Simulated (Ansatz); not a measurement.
Hg3, relaxed as a singlet with RKS r2SCAN/def2-TZVP in Ansatz, starting from the GFN1-xTB geometry. Force threshold 0.02 eV/Å.

In the def2 sets Hg takes a core potential; there is no spin–orbit coupling. The structure comes from a short search, and lower isomers may exist.

Start:

```tsv
atom	x (Å)	y (Å)	z (Å)
Hg1	-0.565	-1.244	-1.191
Hg2	-1.062	1.395	0.470
Hg3	1.627	-0.151	0.721
```

```csv
step,energy (eV),largest force component (eV/Å),SCF passes
1,-12537.8814,0.253,15
2,-12537.8980,0.183,18
3,-12537.9240,0.020,18
```

Force components are those of the run's own axes.

End:

```xyz
3

Hg   -0.611   -1.311   -1.263
Hg   -1.133    1.472    0.489
Hg    1.744   -0.161    0.774
```

By distances, no bond broke or formed. The bond that changes most is Hg1–Hg3, from 3.11 to 3.32 Å (atoms count from 1). The end is the same structure that another start reached, the lowest one found.

No frequencies were taken in this run, so the end may be a saddle point.

Run time 4.1 s (4 threads of Arm Neoverse V2 on a shared host).
